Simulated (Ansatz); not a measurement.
Cost and result up the ladder for the cluster Mg₂Al₄O₈ (14 atoms). Charge 0, multiplicity 1. Geometry: PBE-D4/def2-SVP.

Cartesian coordinates in Å:
```
Mg -1.4466 -0.1332 -1.5091
Mg -0.4029 1.9333 0.3754
Al 0.8875 -0.0728 -2.5437
Al 1.1579 -0.8757 -0.1798
Al 0.7015 0.3219 2.4090
Al -1.4471 -0.6346 1.1621
O -0.8062 -0.5599 2.7521
O 1.7735 -0.6382 1.4309
O 1.9231 -1.2199 -1.7531
O -0.6460 -0.1551 -3.2868
O 0.4698 1.9800 2.0533
O 0.5072 0.8363 -0.9918
O -2.0609 0.7246 0.2100
O -0.6106 -1.5065 -0.1283
```

Ansatz on 6 threads of Intel Xeon on a shared host. Times are rough, and most runs start from the orbitals of an earlier one. r2SCAN0-D4/def2-TZVP serves as the yardstick here, not as an exact answer. Differences are given only for rows in sets of like size (and for xTB, whose basis is part of the method), since another set adds its own error. Binding counts from free atoms at the same level (Mg singlet, Al doublet, O triplet; other spins of the atoms weren't run), without zero-point energy or a counterpoise term.

B3LYP takes the VWN-RPA correlation. Correlated methods freeze 30 core orbitals; core or outer-core shells of Mg are correlated, in sets that lack core-valence functions. The rows differ in basis, and correlated rows in double-zeta sets carry the largest basis error. The structure comes from a short search, and lower isomers may exist.

Correlated methods converge slowly with the basis, most of all in double-zeta sets.

| level | functions | wall time |
| --- | --- | --- |
| HF/STO-3G | 94 | 1.2 s |
| HF/6-31G | 150 | 2.5 s |
| B3LYP-D4/6-31G | 150 | 4.1 s |
| PBE-D4/def2-SVP | 220 | 4.2 s |
| MP2/def2-SVP | 220 | 5.5 s |
| RPA@PBE/def2-SVP | 220 | 6.5 s |
| PBE0-D4/def2-SVP | 220 | 7 s |
| PBE-D4/def2-TZVP | 460 | 9.5 s |
| r2SCAN-D4/def2-TZVP | 460 | 17 s |
| PBE0-D4/def2-TZVP | 460 | 32 s |
| r2SCAN0-D4/def2-TZVP | 460 | 33 s |
| B3LYP-D4/def2-TZVP (with forces) | 460 | 34 s |

**Question.** Estimate what each level gives for the binding energy per atom (eV).

**Answer.** 
```
                           level  binding energy per atom (eV)  difference from r2SCAN0-D4/def2-TZVP (eV)
                       HF/STO-3G                          3.60                                          –
                        HF/6-31G                          2.63                                          –
                  B3LYP-D4/6-31G                          4.21                                          –
                 PBE-D4/def2-SVP                          5.00                                          –
                    MP2/def2-SVP                          4.85                                          –
                RPA@PBE/def2-SVP                          4.22                                          –
                PBE0-D4/def2-SVP                          4.79                                          –
                PBE-D4/def2-TZVP                          4.96                                       0.21
             r2SCAN-D4/def2-TZVP                          4.96                                       0.21
               PBE0-D4/def2-TZVP                          4.76                                       0.01
            r2SCAN0-D4/def2-TZVP                          4.75                                       0.00
B3LYP-D4/def2-TZVP (with forces)                          4.77                                       0.02
```
